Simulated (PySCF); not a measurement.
Molecule: SMILES CSc1nc(Cl)no1, C$_{3}$H$_{3}$ClN$_{2}$OS.

Bonds (- single, = double, # triple, : aromatic): C1-S2, S2-C3, C3:N4, N4:C5, C5-Cl6, C5:N7, N7:O8, O8:C3. C1 carries H9, H10, H11.

Frames of a GFN2-xTB Langevin trajectory at 400 K; GIAO PBE0/pcSseg-1 shieldings in PySCF 2.14.0 with density-fitted response routines, gas phase, non-relativistic; equivalent atoms averaged within each frame.

Scale: 13C (186.93 ppm), 1H (31.72 ppm) vs TMS; 33S (503.73 ppm) vs CS2; NH3 for 15N (267.73 ppm); 35Cl (949.78 ppm) against HCl; H2O for 17O (336.08 ppm) (reference shieldings calculated alike). The references are static minima.

How do the shifts (ppm) fluctuate along the trajectory?

Answers


| time (fs) | C3 | C5 | C1 | S2 | N7 | N4 | Cl6 | O8 | H9/H10/H11 |
| --- | --- | --- | --- | --- | --- | --- | --- | --- | --- |
| 250 | 203.0 | 166.7 | 35.4 | 34 | 410.8 | 261.5 | 157 | 439.7 | 3.29 |
| 425 | 193.4 | 168.2 | 20.7 | 9 | 415.0 | 273.6 | 148 | 410.0 | 3.21 |
| 625 | 202.5 | 187.4 | 20.2 | 48 | 438.2 | 295.6 | 223 | 444.4 | 2.47 |
| 800 | 192.6 | 177.1 | 20.1 | 35 | 405.2 | 278.4 | 201 | 395.0 | 4.10 |
| 1000 | 188.4 | 172.8 | 31.7 | 61 | 388.4 | 281.2 | 189 | 395.4 | 4.06 |
| mean of frames | 196.0 | 174.4 | 25.6 | 37 | 411.5 | 278.0 | 183 | 416.9 | 3.43 |
| standard deviation | 6.5 | 8.3 | 7.4 | 19 | 18.0 | 12.4 | 31 | 23.8 | 0.68 |

5 frames give an uncertainty of the mean of about the standard deviation over 2.2 at best, since frames this close in time may not be independent; classical motion lacks zero-point vibration, and the reference would need the same averaging.
